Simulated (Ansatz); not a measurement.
Species: BN₂H₄Cl, charge 0, singlet. BN2H4Cl (SMILES NB(N)Cl).
B3LYP-D3(BJ)/def2-TZVP minimum from Ansatz (an electronic-structure program):
```
B
N 1 1.4059
H 2 1.0036 1 121.99
H 2 1.0049 3 114.39 1 -180.00
N 1 1.4059 2 124.58 3 -180.00
H 5 1.0036 1 121.99 2 180.00
H 5 1.0049 6 114.39 1 180.00
Cl 1 1.8009 2 117.71 3 0.00
```

Atomisation energy term by term, kcal/mol (programs: Ansatz). Open shells are spin-unrestricted; no spin-orbit coupling. Cores are frozen in correlated methods. Rows without X2C or -DK are non-relativistic. CBS(X,Y): correlation extrapolated as X^-3, Hartree-Fock from the larger set. A bracket is a step between two methods taken in the basis named. '+ core + X2C': CCSD(T) terms for core correlation (cc-pwCVTZ, 1s frozen past Ne) and scalar relativity (cc-pVTZ-DK). For partners of very few electrons the exact lower level stands in for a higher one.

```tsv
term	basis	kcal/mol
Hartree-Fock	cc-pV(Q+d)Z	510.71
CCSD correlation	CBS(cc-pV(T+d)Z,cc-pV(Q+d)Z)	194.37
(T)	CBS(cc-pV(T+d)Z,cc-pV(Q+d)Z)	13.08
CCSDT(Q) - CCSD(T)	cc-pV(D+d)Z	0.61
core correlation	cc-pwCVTZ	3.22
scalar relativity	X2C, cc-pVTZ-DK	-0.93
sum: De		721.1
```
